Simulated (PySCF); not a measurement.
Compound: C8H13S (charge -1).
Numbering: `[CH3:1][CH2:2][C@@H:3]1[C@@H:4]([S-:5])[C@@H:6]1[CH:7]1[CH2:8][CH2:9]1`

Cartesian coordinates in Å at the GFN2-xTB level; atoms count from 1:
```
atom  x, y, z in Å
C1     2.985    0.087   -0.781
C2     1.471    0.278   -0.829
C3     0.880    0.243    0.560
C4     0.453   -1.049    1.208
S5     0.779   -1.399    2.906
C6    -0.591   -0.038    0.785
C7    -1.501   -0.300   -0.367
C8    -2.165    0.843   -1.089
C9    -2.977   -0.082   -0.231
H10    3.218   -0.846   -0.274
H11    3.452    0.898   -0.225
H12    3.412    0.062   -1.785
H13    1.238    1.235   -1.315
H14    1.031   -0.515   -1.437
H15    1.315    0.980    1.230
H16    0.517   -1.929    0.564
H17   -1.052    0.533    1.584
H18   -1.204   -1.141   -0.986
H19   -2.284    0.790   -2.163
H20   -1.984    1.843   -0.722
H21   -3.655   -0.771   -0.716
H22   -3.348    0.296    0.711
```

NICS = −σ at a ghost point: NICS(0) at the centroid of the ring atoms, NICS(1) 1 Å to either side along the normal of their mean plane, zz for the tensor component along that normal. Level: GIAO PBE0/pcSseg-1 (PySCF, non-relativistic, gas phase) on the GFN2-xTB geometry, one conformer.

Ring bond lengths (Å), with Mayer bond orders in brackets: C3–C4 1.507 (0.86), C4–C6 1.514 (0.87), C6–C3 1.514 (0.95); C7–C8 1.506 (0.93), C8–C9 1.500 (0.98), C9–C7 1.499 (0.97).

**Question.** Give the NICS values of each ring in ppm.

**Answer.** 
```
    ring                                            type  NICS(0)  NICS(1), two faces  NICS(1)zz, two faces  rms pucker (Å)  centre to ring atoms, mean (Å)
C3–C4–C6  3-membered carbocycle; formal bonds all single    -42.8         -7.6 / -8.7         -19.1 / -17.9            0.00                            0.87
C7–C8–C9  3-membered carbocycle; formal bonds all single    -43.4         -8.4 / -8.9         -19.8 / -23.5            0.00                            0.87
```

**Question.** What can be read from them?

**Answer.** 
- C3–C4–C6: mean NICS(1)zz -18.5 ppm, shielded. C3, C4, C6 have four or more neighbours, so the value isn't read as a sign of a π ring current. NICS(0) lies 35 ppm below the mean NICS(1).
- C7–C8–C9: mean NICS(1)zz -21.6 ppm, shielded. C7, C8, C9 have four or more neighbours; no verdict on aromaticity is drawn. The two faces differ by 3.7 ppm, so no symmetry operation interchanges them. NICS(0) lies 35 ppm below the mean NICS(1).

**Question.** What field does 9.4 T along the ring normal induce along that normal at the second NICS(1) probe listed for ring C7–C8–C9, 1 Å off the ring?

**Answer.** NICSzz × B0 = -23.5 ppm × 9.4 T = -221 μT, against the applied field.
